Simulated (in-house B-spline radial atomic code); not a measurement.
What moves the levels of K⁸⁺ ([Ne] 3s1)? Computed with an all-electron radial atomic-structure program (B-spline basis): Dirac-Hartree-Fock, average of configuration, Fermi nucleus of rms radius 3.4194 fm.

Baseline run (computed): total energy -579.9240 hartree, 1s1/2 at -140.5732 hartree, 3s1/2 at -175.35 eV with <r> = 1.064 bohr.

Changing the nucleus:

```
                                      nucleus   ΔE (eV)
Fermi nucleus of rms radius 3.4349 fm, A = 39  0.000212
Fermi nucleus of rms radius 3.4381 fm, A = 40  0.000256
Fermi nucleus of rms radius 3.4518 fm, A = 41  0.000444
Fermi nucleus of rms radius 3.4517 fm, A = 42  0.000442
Fermi nucleus of rms radius 3.4556 fm, A = 43  0.000496
Fermi nucleus of rms radius 3.4563 fm, A = 44  0.000506
Fermi nucleus of rms radius 3.4605 fm, A = 45  0.000563
Fermi nucleus of rms radius 3.4558 fm, A = 46  0.000499
Fermi nucleus of rms radius 3.4534 fm, A = 47  0.000466
Fermi nucleus of rms radius 3.4689 fm, A = 48  0.000679
Fermi nucleus of rms radius 3.4913 fm, A = 49   0.00099
Fermi nucleus of rms radius 3.5046 fm, A = 50   0.00118
Fermi nucleus of rms radius 3.5196 fm, A = 51   0.00139
```

A larger nucleus binds the electrons less, roughly as the density at the nucleus times the change of the nuclear <r²>. The reference is A = 37.
